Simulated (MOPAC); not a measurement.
MOPAC input (AM1):

```
AM1 1SCF CHARGE=-1 GEO-OK AUX(PRECISION=9) THREADS=1
H9OSi4

O    -0.39775600 1   -0.02280300 1   -1.97482300 1
Si    0.04728900 1   -0.11328600 1   -0.32880600 1
Si    1.73807300 1   -1.61581700 1    0.29452400 1
Si   -1.98016900 1   -0.49632500 1    0.82076600 1
Si    0.53808900 1    2.11452200 1    0.28340800 1
H     0.14584900 1   -0.64820000 1   -2.46589000 1
H     2.62433100 1   -1.11505700 1   -0.85386200 1
H     1.06758400 1   -2.72904100 1   -0.52167600 1
H    -2.47701100 1   -1.89848400 1    0.68181100 1
H    -3.11866600 1    0.36323200 1    0.36880100 1
H    -1.86214300 1   -0.25182500 1    2.28881600 1
H    -0.45808300 1    3.12163700 1   -0.19892700 1
H     1.85306200 1    2.59079400 1   -0.24216000 1
H     0.60116800 1    2.30205400 1    1.76318400 1
```

Output:

```
 *******************************************************************************
 **                                                                           **
 **                              MOPAC v23.2.5                                **
 **                                                                           **
 *******************************************************************************
 ** MOPAC's Digital Object Identifier: https://doi.org/10.5281/zenodo.6511958 **
 **                                                                           **
 ** Please cite the open-source release paper for use of this MOPAC version:  **
 ** J. E. Moussa and J. J. P. Stewart (2026)                                  **
 ** MOPAC: An open-source semiempirical molecular orbital program             **
 ** J. Open Source Softw., 11(119), 8025, https://doi.org/10.21105/joss.08025 **
 *******************************************************************************

                              AM1 CALCULATION RESULTS

 *******************************************************************************
 *  AM1        - The AM1 Hamiltonian to be used
 *  GEO-OK     - OVERRIDE INTERATOMIC DISTANCE AND OTHER SAFETY CHECKS
 *
 *
 *
 *                 CHARGE ON SYSTEM = -1
 *
 *
 *
 *  1SCF       - DO 1 SCF AND THEN STOP
 *  AUX        - OUTPUT AUXILIARY INFORMATION
 *******************************************************************************
AM1 1SCF CHARGE=-1 GEO-OK AUX(PRECISION=9) THREADS=1
 H9OSi4

   ATOM   CHEMICAL          X               Y               Z
  NUMBER   SYMBOL      (ANGSTROMS)     (ANGSTROMS)     (ANGSTROMS)

     1       O         -0.39775600  *  -0.02280300  *  -1.97482300  *
     2      Si          0.04728900  *  -0.11328600  *  -0.32880600  *
     3      Si          1.73807300  *  -1.61581700  *   0.29452400  *
     4      Si         -1.98016900  *  -0.49632500  *   0.82076600  *
     5      Si          0.53808900  *   2.11452200  *   0.28340800  *
     6       H          0.14584900  *  -0.64820000  *  -2.46589000  *
     7       H          2.62433100  *  -1.11505700  *  -0.85386200  *
     8       H          1.06758400  *  -2.72904100  *  -0.52167600  *
     9       H         -2.47701100  *  -1.89848400  *   0.68181100  *
    10       H         -3.11866600  *   0.36323200  *   0.36880100  *
    11       H         -1.86214300  *  -0.25182500  *   2.28881600  *
    12       H         -0.45808300  *   3.12163700  *  -0.19892700  *
    13       H          1.85306200  *   2.59079400  *  -0.24216000  *
    14       H          0.60116800  *   2.30205400  *   1.76318400  *

          CARTESIAN COORDINATES

    NO.       ATOM           X           Y           Z

     1         O         -0.3978     -0.0228     -1.9748
     2        Si          0.0473     -0.1133     -0.3288
     3        Si          1.7381     -1.6158      0.2945
     4        Si         -1.9802     -0.4963      0.8208
     5        Si          0.5381      2.1145      0.2834
     6         H          0.1458     -0.6482     -2.4659
     7         H          2.6243     -1.1151     -0.8539
     8         H          1.0676     -2.7290     -0.5217
     9         H         -2.4770     -1.8985      0.6818
    10         H         -3.1187      0.3632      0.3688
    11         H         -1.8621     -0.2518      2.2888
    12         H         -0.4581      3.1216     -0.1989
    13         H          1.8531      2.5908     -0.2422
    14         H          0.6012      2.3021      1.7632

  H: (AM1): M.J.S. DEWAR ET AL, J. AM. CHEM. SOC. 107 3902-3909 (1985)
  O: (AM1): M.J.S. DEWAR ET AL, J. AM. CHEM. SOC. 107 3902-3909 (1985)
 Si: (AM1): M.J.S.DEWAR, C. JIE, ORGANOMETALLICS, 6, 1486-1490 (1987).

           Empirical Formula: H9 O Si4  =    14 atoms

      MOLECULAR POINT GROUP   :   Cs

      RHF CALCULATION, NO. OF DOUBLY OCCUPIED LEVELS = 16

 -------------------------------------------------------------------------------
 AM1 1SCF CHARGE=-1 GEO-OK AUX(PRECISION=9) THREADS=1
 H9OSi4

     1SCF WAS SPECIFIED, SO BFGS WAS NOT USED
     SCF FIELD WAS ACHIEVED

                              AM1 CALCULATION
                                                       MOPAC v23.2.5 Linux

          FINAL HEAT OF FORMATION =        -34.46617 KCAL/MOL =    -144.20644 KJ/MOL

          COSMO AREA              =        190.81 SQUARE ANGSTROMS
          COSMO VOLUME            =        208.06 CUBIC ANGSTROMS

          IONIZATION POTENTIAL    =          2.523526 EV
          HOMO LUMO ENERGIES (EV) =         -2.524  2.910
          NO. OF FILLED LEVELS    =         16
          MOLECULAR WEIGHT        =        137.4125         POINT GROUP:  Cs

          MOLECULAR DIMENSIONS (Angstroms)

            Atom       Atom       Distance
            H    13    H     9     6.30531
            H    10    H     7     5.21861
            H     6    H    14     4.23223

          SCF CALCULATIONS        =          1

   ATOM   CHEMICAL          X               Y               Z
  NUMBER   SYMBOL      (ANGSTROMS)     (ANGSTROMS)     (ANGSTROMS)

     1       O         -0.39775600  *  -0.02280300  *  -1.97482300  *
     2      Si          0.04728900  *  -0.11328600  *  -0.32880600  *
     3      Si          1.73807300  *  -1.61581700  *   0.29452400  *
     4      Si         -1.98016900  *  -0.49632500  *   0.82076600  *
     5      Si          0.53808900  *   2.11452200  *   0.28340800  *
     6       H          0.14584900  *  -0.64820000  *  -2.46589000  *
     7       H          2.62433100  *  -1.11505700  *  -0.85386200  *
     8       H          1.06758400  *  -2.72904100  *  -0.52167600  *
     9       H         -2.47701100  *  -1.89848400  *   0.68181100  *
    10       H         -3.11866600  *   0.36323200  *   0.36880100  *
    11       H         -1.86214300  *  -0.25182500  *   2.28881600  *
    12       H         -0.45808300  *   3.12163700  *  -0.19892700  *
    13       H          1.85306200  *   2.59079400  *  -0.24216000  *
    14       H          0.60116800  *   2.30205400  *   1.76318400  *

                             CARTESIAN COORDINATES

   1    O       -0.397756000    -0.022803000    -1.974823000
   2   Si        0.047289000    -0.113286000    -0.328806000
   3   Si        1.738073000    -1.615817000     0.294524000
   4   Si       -1.980169000    -0.496325000     0.820766000
   5   Si        0.538089000     2.114522000     0.283408000
   6    H        0.145849000    -0.648200000    -2.465890000
   7    H        2.624331000    -1.115057000    -0.853862000
   8    H        1.067584000    -2.729041000    -0.521676000
   9    H       -2.477011000    -1.898484000     0.681811000
  10    H       -3.118666000     0.363232000     0.368801000
  11    H       -1.862143000    -0.251825000     2.288816000
  12    H       -0.458083000     3.121637000    -0.198927000
  13    H        1.853062000     2.590794000    -0.242160000
  14    H        0.601168000     2.302054000     1.763184000

           Empirical Formula: H9 O Si4  =    14 atoms

      MOLECULAR POINT GROUP   :   Cs

                  EIGENVALUES
 -32.38701 -14.46650 -12.15089 -12.09708 -11.46904 -10.12499  -9.42545  -9.22693
  -8.84611  -8.71759  -8.56066  -8.05610  -6.78983  -5.72608  -5.28751  -2.52353
   2.91019   2.96508   4.09160   4.70147   4.73925   4.77228   4.81873   5.36803
   5.58555   5.61187   6.32592   7.32312   8.99565

              NET ATOMIC CHARGES AND DIPOLE CONTRIBUTIONS

  ATOM NO.   TYPE          CHARGE      No. of ELECS.   s-Pop       p-Pop
    1          O          -0.528136        6.5281     1.86328     4.66486
    2         Si           0.420763        3.5792     0.94265     2.63659
    3         Si          -0.310722        4.3107     1.07946     3.23126
    4         Si           0.164753        3.8352     0.93283     2.90241
    5         Si           0.164753        3.8352     0.93284     2.90241
    6          H           0.201964        0.7980     0.79804
    7          H          -0.176928        1.1769     1.17693
    8          H          -0.176928        1.1769     1.17693
    9          H          -0.121647        1.1216     1.12165
   10          H          -0.137417        1.1374     1.13742
   11          H          -0.120695        1.1207     1.12069
   12          H          -0.137417        1.1374     1.13742
   13          H          -0.121647        1.1216     1.12165
   14          H          -0.120695        1.1207     1.12069
 DIPOLE           X         Y         Z       TOTAL
 POINT-CHG.    -2.113     2.205     0.813     3.160
 HYBRID        -2.504     1.780    -3.084     4.353
 SUM           -4.617     3.986    -2.271     6.508

          ATOMIC ORBITAL ELECTRON POPULATIONS

     Atom    s        px        py        pz
    1  O   1.86328   1.65094   1.63046   1.38345
    2 Si   0.94265   0.97297   0.94189   0.72173
    3 Si   1.07946   0.92657   0.82231   1.48239
    4 Si   0.93283   1.06222   0.89283   0.94736
    5 Si   0.93284   0.89492   1.10320   0.90429
    6  H   0.79804
    7  H   1.17693
    8  H   1.17693
    9  H   1.12165
   10  H   1.13742
   11  H   1.12069
   12  H   1.13742
   13  H   1.12165
   14  H   1.12069

 **********************
 *                    *
 * JOB ENDED NORMALLY *
 *                    *
 **********************

 == MOPAC DONE ==
```

The dipole moment of an ion depends on the origin.

The geometry given is a B3LYP-D3(BJ)/def2-TZVP minimum.
